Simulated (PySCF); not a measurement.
Delta-SCF ions had no search for a lower state. Excitations are Tamm–Dancoff values on a coarser integration grid. The basis has no diffuse functions, so Rydberg states are missing or too high.

# C2HNO, SMILES `N#CC=O` (charge 0, multiplicity 1)

Calculation: M06-2X/def2-TZVP // B3LYP-D3(BJ)/def2-TZVP (PySCF).

The HOMO comes out as -10.97 eV and the dipole moment comes out as 2.51 D. The LUMO comes out as -2.00 eV and the HOMO–LUMO gap comes out as 8.97 eV. The S1 excitation (TDA) comes out as 3.71 eV and the S1 oscillator strength is 0.000. The brightest of the four lowest singlets (TDA) is 7.10 eV. The T1 excitation (TDA) is 3.17 eV and the S1–T1 gap (TDA) is 0.54 eV. The vertical ionisation energy (Delta-SCF) is 12.02 eV. The total energy is -206.7390 Ha and the cost is roughly 3 core-minutes.

```xyz
5

N      2.0038    -0.0543     0.0212
C      0.8625    -0.0016    -0.1157
C     -0.5935     0.0133    -0.3030
O     -1.2529     1.0019    -0.1478
H     -1.0199    -0.9594    -0.5967
```
